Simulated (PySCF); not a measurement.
Two species compared at the same levels of theory.

First species: C₆H₈F₃P.
Z-matrix (Å and degrees, GFN2-xTB geometry), rows numbered from 1:
```
C 
C   1  1.4888
C   2  1.3357  1  126.43
C   3  1.4849  2  125.63  1     1.51
F   4  1.3430  3  111.31  2  -176.51
F   4  1.3487  3  113.63  2    63.56
F   4  1.3486  3  113.24  2   -56.93
P   3  1.8274  2  116.26  1   177.66
C   8  1.8779  3   88.61  2     8.88
C   2  1.5003  1  118.78  3   179.72
H   1  1.0859  2  111.87  3   -15.36
H   1  1.0885  2  110.00  3  -136.81
H   1  1.0903  2  109.55  3   104.82
H   8  1.4054  3   94.70  2   106.09
H   9  1.0903  8  109.12  3   109.11
H   9  1.0907  8  109.15  3  -133.90
H  10  1.0924  2  109.97  1    49.71
H  10  1.0930  2  108.42  1   -67.08
```

Second species: C₆H₈F₃P.
SMILES: `C#CCP(CC)C(F)(F)F`

Levels: PBE0/pcSseg-1 for HOMO energy, LUMO energy and HOMO–LUMO gap. Geometries: GFN2-xTB. All species are isolated and taken at one optimised geometry, non-relativistic unless stated. Electronic properties by PySCF.

The conformers computed, where there is a choice (atom-mapped SMILES and torsion angles):
- `[CH:1]#[C:2][CH2:3][P:4]([CH2:5][CH3:6])[C:7]([F:8])([F:9])[F:10]`: C2–C3–P4–C5 -71°, C3–P4–C5–C6 -175°, C3–P4–C7–F8 177°

The conformers of `CC1=C(C(F)(F)F)PCC1` aren't listed.

Values for the first species:

* HOMO energy: -6.78 eV
* LUMO energy: -0.64 eV
* HOMO–LUMO gap: 6.14 eV

Problem. Estimate the same properties for the second species, and the change in each.

Solution. 
```tsv
property	first	second	second less first
HOMO energy	-6.78 eV	-7.63 eV	-0.85 eV
LUMO energy	-0.64 eV	0.22 eV	+0.86 eV
HOMO–LUMO gap	6.14 eV	7.85 eV	+1.71 eV
```

On the first:  GFN2-xTB frequencies show an imaginary mode (51i cm⁻¹), so this geometry is no minimum at that level.

